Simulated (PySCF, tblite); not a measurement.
Isomers of C7H16N2. Computed with GFN2-xTB (tblite): harmonic, unscaled wavenumbers at the GFN2-xTB geometry, gas phase. The method is semi-empirical: single wavenumbers can be off by several per cent or more. One conformer each.

Electronic energies: PBE0/pcSseg-1 single points on the GFN2-xTB geometries (PySCF, gas phase).

```tsv
SMILES	electronic energy, lowest = 0 (kJ/mol)
C=CN(CC)NC(C)C	54.1
CC(C)N1NCC[C@H]1C	0.0
CCN1CCCN1CC	23.9
C=CCN(CCC)NC	105.9
C/C=N\N(CC)C(C)C	51.2
```

Task: How do GFN2-xTB zero-point energies change the relative energies?

Result: 
| SMILES | ZPE (kJ/mol) | of it from modes above 1550 cm⁻¹ | electronic (kJ/mol) | with ZPE, lowest = 0 (kJ/mol) | lowest mode (cm⁻¹) | rings |
| --- | --- | --- | --- | --- | --- | --- |
| CC(C)N1NCC[C@H]1C | 593.0 | 288.9 | 0.0 | 0.0 | 45 | 1 |
| CCN1CCCN1CC | 592.1 | 285.9 | 23.9 | 23.0 | 42 | 1 |
| C/C=N\N(CC)C(C)C | 584.1 | 299.3 | 51.2 | 42.3 | 54 | 0 |
| C=CN(CC)NC(C)C | 583.7 | 301.5 | 54.1 | 44.8 | 47 | 0 |
| C=CCN(CCC)NC | 582.5 | 297.6 | 105.9 | 95.4 | 43 | 0 |

The zero-point energies span 10.5 kJ/mol, from `C=CCN(CCC)NC` to `CC(C)N1NCC[C@H]1C`. The order is unchanged.

Task: And how do the electronic energies of GFN2-xTB itself compare?

Result: `CC(C)N1NCC[C@H]1C` 5.4; `CCN1CCCN1CC` 0.0; `C/C=N\N(CC)C(C)C` 48.0; `C=CN(CC)NC(C)C` 93.4; `C=CCN(CCC)NC` 143.8 kJ/mol, lowest = 0. Against the energies above, taken from the same isomer `CC(C)N1NCC[C@H]1C`, the largest difference is 33.9 kJ/mol.

Task: What do entropy and thermal enthalpy add at 298.15 K and 1 bar (rigid rotor, harmonic oscillator, one conformer each)?

Result: 
| SMILES | point group | symmetry number | S (J/(mol K)) | H − H(0) (kJ/mol) | ZPE + H − H(0) − TS (kJ/mol) |
| --- | --- | --- | --- | --- | --- |
| CC(C)N1NCC[C@H]1C | C1 | 1 | 411.6 | 29.60 | 499.9 |
| CCN1CCCN1CC | C1 | 1 | 421.4 | 29.99 | 496.4 |
| C/C=N\N(CC)C(C)C | C1 | 1 | 442.1 | 33.78 | 486.1 |
| C=CN(CC)NC(C)C | C1 | 1 | 442.5 | 33.43 | 485.2 |
| C=CCN(CCC)NC | C1 | 1 | 447.2 | 33.41 | 482.5 |
